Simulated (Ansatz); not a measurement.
ZrFCl3 (ZrCl₃F) was relaxed with PBE0-D4 (def2-SVP, def2-SVPD) in Ansatz in these states: charge -1 doublet, neutral singlet. The geometries follow in no particular order.

In the def2 sets Zr takes a core potential; there is no spin–orbit coupling.

A:

```xyz
5

Zr    0.030    0.014    0.093
F     0.524    0.438    1.933
Cl    0.429   -1.848   -1.454
Cl    1.385    1.720   -1.024
Cl   -2.368   -0.324    0.452
```

B:

```xyz
5

Zr   -0.002    0.035   -0.077
F    -0.052    0.809   -1.790
Cl   -0.015    1.721    1.528
Cl    1.937   -1.235    0.135
Cl   -1.867   -1.329    0.204
```

Q: Judge from the bond lengths which geometry belongs to which state (an estimate).

A: A is the charge -1 doublet (Zr1–Cl3 2.454 Å, Zr1–Cl5 2.448 Å, Zr1–Cl4 2.448 Å); B is the neutral singlet (Zr1–Cl3 2.327 Å, Zr1–Cl5 2.327 Å, Zr1–Cl4 2.327 Å).
